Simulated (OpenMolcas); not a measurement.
Er3+ among 6 point charges of -0.5 e arranged as an octahedron (Oh).

- Program: OpenMolcas
- Method: CASSCF
- Basis: ANO-RCC-VTZP [8s7p5d3f2g1h]
- Scalar Hamiltonian: DKH2, point nucleus
- Active space: 11 electrons in 7 orbitals (4f)
- State averaging: 2S+1 = 4 odd, 35 roots (30 in the spin-orbit step); 2S+1 = 2 odd, 56 roots kept (CI in the orbitals of an earlier block)
- Spin-orbit coupling: RASSI with atomic mean-field integrals over the reference wave functions

All point charges move together. At R = 2.73 Å the width of the lowest J multiplet is 31 cm-1, and at R = 2.84 Å it is 26 cm-1.

Task: A third run gives 54 cm-1. What distance was it run at?

Result: With a power law R^-n the two known points give n = -ln(26 / 31) / ln(2.84 / 2.73) = 4.45. Then R = 2.73 × (31 / 54)^(1/4.45) = 2.410 Å. The run was at 2.45 Å, so the estimate is off by -0.040 Å.

High states are left out of the spin-orbit mixing, which shifts the levels that they would mix with. This is an electrostatic model: the charges have no orbitals. A group larger than the point group allows holds several states that coincide in this model. No measured value stands beside these numbers.
